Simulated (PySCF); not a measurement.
[SnH3]- (charge -1).
Hydrogens: H2, H3, H4 on Sn1.

A GFN2-xTB structure was refined with PySCF, PBE0-D3(BJ)/def2-SVP geometry optimisation, gas phase, def2 core potentials past Kr. Its GFN2-xTB values:

| coordinate | GFN2-xTB |
| --- | --- |
| Sn1–H2 | 1.892 Å |
| Sn1–H3 | 2.071 Å |
| H2–Sn1–H3 | 92.9° |

Problem. How do these coordinates change at the PBE0-D3(BJ)/def2-SVP level?

Solution. 
```
coordinate  PBE0-D3(BJ)/def2-SVP (Å or °)  change
    Sn1–H3                          1.807  -0.264
    Sn1–H2                          1.807  -0.085
 H2–Sn1–H3                           91.9    -1.0
```

The energy falls by 26.8 kJ/mol over 6 energy and gradient evaluations, the largest force component goes from 0.0269 to 7.0e-06 Eh/bohr, and the atoms move by 0.124 Å rms after alignment. The bond that changes most is Sn1–H3 (ends: tin bonded to 3 H; hydrogen on tin), which shortens by 0.264 Å. Bonds longer at the end by more than 0.005 Å: 0 of 3; shorter: 3. Rotational constants go from 71521, 65648, 62510 to 79041, 79025, 74266 MHz.

The run used 41 basis functions and 35 SCF cycles in all. The run took 4.5 s wall on one thread of an Arm Neoverse V1, shared host, and the process peaked at 0.22 GiB of memory.

Whether it is a minimum is left open (no frequencies).
